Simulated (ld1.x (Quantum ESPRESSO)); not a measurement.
# An all-electron radial function and its pseudo partner (nickel (Ni))

Columns: radius, all-electron u(r) and pseudo u(r) of the 3p shell (level -71.26 eV) of nickel in the configuration [Ne] 3s2 3p6 3d8 4s2 4p0; LDA (PZ), scalar-relativistic, ultrasoft scheme, ld1.x (Quantum ESPRESSO) 7.5.

```csv
r (bohr),all-electron,pseudo
0.110,0.6268,-0.0641
0.220,0.3237,-0.2399
0.330,-0.3681,-0.4834
0.440,-0.8970,-0.7357
0.550,-1.1605,-0.9399
0.660,-1.2189,-1.0570
0.770,-1.1550,-1.0746
0.880,-1.0319,-1.0068
0.990,-0.8886,-0.8857
1.100,-0.7468,-0.7472
1.210,-0.6173,-0.6173
1.320,-0.5041,-0.5041
1.430,-0.4080,-0.4080
1.540,-0.3281,-0.3281
1.650,-0.2625,-0.2625
1.760,-0.2091,-0.2091
1.870,-0.1661,-0.1661
1.980,-0.1316,-0.1316
2.090,-0.1040,-0.1040
2.200,-0.0821,-0.0821
2.310,-0.0647,-0.0647
2.420,-0.0509,-0.0509
2.530,-0.0400,-0.0400
2.640,-0.0314,-0.0314
2.750,-0.0247,-0.0247
2.860,-0.0193,-0.0193
```

Problem. How many radial nodes do the two functions have?

Solution. The all-electron 3p function has n − l − 1 = 1; the pseudo-wave has 0, since the states of the same l below it are removed with the core.

Problem. At about which radius was the pseudo-wave matched?

Solution. 1.20 bohr, where the columns begin to agree (steps of 0.11 bohr).

Problem. Where does each function peak?

Solution. Outermost all-electron maximum near 0.66 bohr, pseudo maximum near 0.77 bohr (to the table’s step).

Problem. Is the pseudo-wave norm-conserving?

Solution. No, it belongs to an ultrasoft set: the norm inside the radius is not constrained, and the difference is carried by the augmentation charge.
